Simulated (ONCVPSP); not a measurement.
N (Z = 7): one change to an ONCV potential, before and after

nitrogen, optimised norm-conserving Vanderbilt (ONCV), made with ONCVPSP 4.0.1 (revPBE, scalar-relativistic). Core [He], reference 2s2 2p1 (charge +2). Waves: 2s: rc 0.85 bohr, ncon 4, nbas 7, qcut 7.1 1/bohr, 2 projectors, debl 1.3 Ha; 2p: rc 2.05 bohr, ncon 4, nbas 9, qcut 6.7 1/bohr, 3 projectors, debl 3 Ha. Local part: polynomial inside 0.75 bohr (lpopt 5, dvloc0 6 Ha). Core correction: none.

In the s channel the program set the typed energies aside and used -1.809, 0.250 Ha.

Change: all radii scaled by about 0.84 (s 0.72, p 1.72 bohr); local potential polynomial inside 0.62 bohr (lpopt 5, dvloc0 6 Ha).

Cutoffs: the cutoffs (Ha) at which the residual kinetic energy of the hardest occupied pseudo-wave falls to 1 and 0.1 mHa per electron; they do not see the model core or the augmentation charge, which bear on the density cutoff. Errors are all-electron minus pseudo energies relative to the spin-unpolarised reference configuration.

Problem. What does the change do?

Solution. The potential gets harder (50 Ha and 133 Ha → 58 Ha and 218 Ha); a bound ghost appears in s, which as a rule spoils a file; of the 4 tests that both files solve, the error grows in 0 and shrinks in 4 by more than 15 % and 0.3 meV (median size 527.9 → 342.9 meV). A smaller radius makes the pseudo-wave follow the all-electron one further in, where it bends more sharply, so more plane waves are needed. Less of the atom is replaced, so other configurations are described better.

```csv
quantity,base,changed
"cutoff, loose",50 Ha,58 Ha
"cutoff, tight",133 Ha,218 Ha
loose cutoff by channel,"s 50 Ha, p 16 Ha","s 58 Ha, p 19 Ha"
bound ghosts,none,s
GHOST(+) flags under 300 eV,none,none
"error for 2s2 2p3, meV [ΔE -42.32 eV]",+571,+346
"error for 2s2 2p2, meV [ΔE -28.79 eV]",+233,+147
"error for 2s2 2p0, meV [ΔE 46.97 eV]",+484,+340
"error for 2s1 2p0, meV [ΔE 124.82 eV]",+1113,+795
```

 A true bound ghost makes a file unfit for plane-wave use even where its test errors are small: the radial tests pick states by their node count and pass the ghost by.
